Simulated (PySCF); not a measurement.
C2H6BFO2, SMILES OCB(F)CO. Atoms are numbered in the order given.

```xyz
12

O      2.5263     0.1379     0.0431
C      1.3848    -0.1570    -0.7391
B      0.0000     0.0000    -0.0129
F      0.0000     0.0000     1.3286
C     -1.3848     0.1570    -0.7391
O     -2.5263    -0.1379     0.0431
H      2.3726    -0.2031     0.9338
H      1.4121    -1.1957    -1.1526
H      1.4126     0.4874    -1.6369
H     -1.4121     1.1957    -1.1526
H     -1.4126    -0.4874    -1.6369
H     -2.3726     0.2031     0.9338
```

Geometry: B3LYP-D3(BJ)/def2-SVP. The structure was generated by enumeration, and PubChem lists no compound with its InChIKey, so it may never have been made. The values are those of a single conformer.

Two levels are set side by side: PBE/pcSseg-1 (PySCF) and HF/pcSseg-1 (PySCF). GIAO shifts against BF3 (¹¹B), CFCl3 (¹⁹F), H2O (¹⁷O), TMS (¹H), TMS (¹³C) at the same level; non-relativistic, no solvent, atoms listed together averaged. Differences are taken from unrounded values.

| quantity | HF |
|---|---|
| δ(¹⁷O) of O1, O6 (ppm) | -26.6 |
| δ(¹³C) of C2, C5 (ppm) | 50.6 |
| δ(¹¹B) of B3 (ppm) | 44.3 |
| δ(¹⁹F) of F4 (ppm) | -36.1 |
| δ(¹H) of H7, H12 (ppm) | 1.20 |

Question: What does PBE give, and how far is it from HF? (An estimate is asked for; the answer gives what the named calculation found.)

Answer: 
```tsv
quantity	PBE	PBE minus HF
δ(¹⁷O) of O1, O6 (ppm)	-4.9	21.6
δ(¹³C) of C2, C5 (ppm)	61.6	11.0
δ(¹¹B) of B3 (ppm)	48.8	4.6
δ(¹⁹F) of F4 (ppm)	-55.5	-19.5
δ(¹H) of H7, H12 (ppm)	0.25	-0.95
```

Rough cost on one machine, each run with all the roots and properties that it gave: HF against PBE within a factor of 2.
